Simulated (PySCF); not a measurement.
SMILES C=C[SiH2]Br (C₂H₅BrSi) (CAM-B3LYP/def2-SVP optimised geometry):

```
9

Si    -0.287     0.508     0.000
Br     1.951     0.508     0.000
C     -0.928    -0.400    -1.488
C     -1.681    -1.499    -1.391
H     -0.753    -0.171     1.235
H     -0.705     1.932     0.000
H     -0.684    -0.018    -2.487
H     -2.063    -2.021    -2.275
H     -1.951    -1.932    -0.422
```

Computed with CAM-B3LYP/def2-TZVP (PySCF).

### Question
What are the frontier orbital energies and the dipole moment?

### Answer
HOMO-2 -9.83 eV, HOMO-1 -9.59 eV, HOMO -9.49 eV, LUMO 0.11 eV, LUMO+1 1.50 eV; dipole moment 2.09 D.

On the same geometry PBE/def2-TZVP (PySCF 2.14.0) gives HOMO-2 -7.33 eV, HOMO-1 -7.01 eV, HOMO -6.96 eV, LUMO -2.01 eV, LUMO+1 -0.48 eV; dipole moment 1.94 D.

Meta-Löwdin charges at CAM-B3LYP/def2-TZVP: Si1 0.68, Br2 -0.29, C3 -0.36, C4 -0.20, H5 -0.10, H6 -0.10, H7 0.13, H8 0.12, H9 0.12.
